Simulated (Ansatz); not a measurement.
Geometry optimisation, UKS PBE0-D4/def2-SVP (Ansatz 0.2.0).

input.yaml

```yaml
crystal:
  periodic: [false, false, false]
  atoms:
    - { symbol: O, position_ang: [0.28753, -0.71195, -1.97556] }
    - { symbol: B, position_ang: [0.16997, -0.47363, -0.68593] }
    - { symbol: C, position_ang: [-0.01985, -0.00121, 0.57555] }
    - { symbol: S, position_ang: [-0.06288, -0.03046, 2.24126] }
    - { symbol: H, position_ang: [0.09531, -0.028, -2.61247] }
    - { symbol: H, position_ang: [0.3338, -1.31333, 2.433] }
magnetization:
  spin_polarized: true
  initial_magnetization: 1
basis:
  gaussian: { orbitals: def2-SVP }
hamiltonian:
  xc: pbe0
  dispersion: d4
relax:
  f_tol: 0.015
  max_steps: 40
```

Launched with:

```bash
$ ansatz run input.yaml --threads 1 --pin off --max-ram 2048MiB --backend cpu --events-out ev --progress --plain --runs-dir out
```

Problem. Where does it end, and by what steps?

Solution. The run converged. After 6 steps the energy has fallen by 0.151 eV; C3 moved furthest, 0.36 Å.

```
step  energy less start (eV)  largest force component (eV/Å)  accepted
   0                  0.0000                           0.991       yes
   1                 -0.0421                           0.615       yes
   2                 -0.0796                           0.609       yes
   3                 -0.1368                           1.182       yes
   4                 -0.1496                           0.295       yes
   5                 -0.1508                           0.026       yes
   6                 -0.1509                           0.013       yes
```

```xyz
6
Properties=species:S:1:pos:R:3
O 0.275 -0.657 -2.094
B 0.175 -0.476 -0.783
C 0.089 -0.343 0.567
S -0.069 -0.004 2.164
H 0.050 0.111 -2.630
H 0.283 -1.189 2.751
```

Whether the end is a true minimum wasn't checked by a vibrational analysis.

Run time: 59 s on 1 thread of Intel(R) Xeon(R) Processor @ 2.50GHz (Skylake/Cascade Lake), on a shared host, peak memory 0.18 GiB.
